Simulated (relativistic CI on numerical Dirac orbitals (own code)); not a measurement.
**Transition arrays of Cd5+**

Calculated at this level of theory: Dirac-Coulomb-Breit CI, KLI orbitals optimised for each configuration, a model potential for QED, valence Slater integrals scaled by 0.9, whole transition arrays (own radial code, finite nucleus).

Configurations in the expansion (outside the closed core [Ar] 3d10 4s2): 4p6.4d7, 4p6.4d6.4f, 4p5.4d8, 4p6.4d6.5p, 4p6.4d6.5f. Levels of other configurations are missing.

All E1 lines from the levels of 4p6.4d7; mean and standard deviation are weighted by gf, and upper levels are sorted by their leading configuration.

```csv
Upper configuration,Lines,Σgf,Mean (eV),Mean (nm),σ (eV),Strongest line (nm)
4p6.4d6.4f,2840,274.8,56.08,22.108,2.36,21.237
4p5.4d8,228,310.5,76.49,16.208,4.48,15.576
4p6.4d6.5p,1718,104.6,36.43,34.036,1.58,34.740
4p6.4d6.5f,3048,816.4,72.19,17.175,3.60,17.029
```

Σgf per state of the lower configuration in bins of 0.5 nm over the central range (centre: value): 15.25: 0.16, 15.75: 1.26, 16.25: 1.32, 16.75: 2.63, 17.25: 2.76, 17.75: 0.29, 18.25: 0.16, 18.75: 0.12, 19.25: 0.20, 19.75: 0.13, 20.25: 0.14, 20.75: 0.20, 21.25: 0.57, 21.75: 0.48, 22.25: 0.48, 22.75: 0.35, 23.25: 0.18, 23.75: 0.12, 24.25: 0.04, 24.75: 0.04, 32.25: 0.04, 32.75: 0.05, 33.25: 0.11, 33.75: 0.15, 34.25: 0.13.

Question: How do configuration mixing and the scaling of the Slater integrals move the arrays?

Answer: Slater scale 0.9, no configuration mixing: 4p6.4d6.4f 59.7 ± 2.0 eV (Σgf 852.5), 4p5.4d8 68.6 ± 4.9 eV (Σgf 229.3), 4p6.4d6.5p 36.4 ± 1.5 eV (Σgf 122.4), 4p6.4d6.5f 67.9 ± 1.8 eV (Σgf 148.6); Slater scale 1: 4p6.4d6.4f 56.4 ± 2.7 eV (Σgf 239.1), 4p5.4d8 78.4 ± 3.4 eV (Σgf 311.7), 4p6.4d6.5p 36.5 ± 1.8 eV (Σgf 103.5), 4p6.4d6.5f 72.5 ± 4.4 eV (Σgf 876.1); Slater scale 0.8: 4p6.4d6.4f 55.5 ± 1.9 eV (Σgf 296.9), 4p5.4d8 74.6 ± 5.4 eV (Σgf 280.2), 4p6.4d6.5p 36.4 ± 1.4 eV (Σgf 105.9), 4p6.4d6.5f 71.8 ± 2.9 eV (Σgf 799.0). With mixing, levels are counted to their leading configuration, so an array can shrink or vanish into another, and the sums then hold other lines.
